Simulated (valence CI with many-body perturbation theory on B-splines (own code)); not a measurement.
## Which ion has this spectrum?

A relativistic CI+MBPT calculation for an atom or ion with 5 electrons gives these levels (× 10³ cm⁻¹):

```tsv
J	Parity	E	g
1/2	odd	0.00	0.64
1/2	even	1355.3	2.16
3/2	odd	3132.7	1.31
3/2	even	4078.0	1.65
5/2	even	4338.3	1.35
1/2	even	4750.8	1.22
3/2	even	4750.9	0.97
3/2	odd	6198.2	1.35
5/2	even	7356.8	1.41
1/2	even	7964.8	1.89
3/2	even	7973.1	1.19
3/2	odd	9068.1	1.44
5/2	odd	9228.7	1.18
1/2	odd	9544.8	0.64
```

The energies are calculated, and their last digits are not significant.

(1) Which is it?
A. Ba51+
B. Te47+
C. Ce53+
D. Cs50+

## Answers

(1) D. Cs50+, ground level (2s^2 2p1/2) J=1/2.
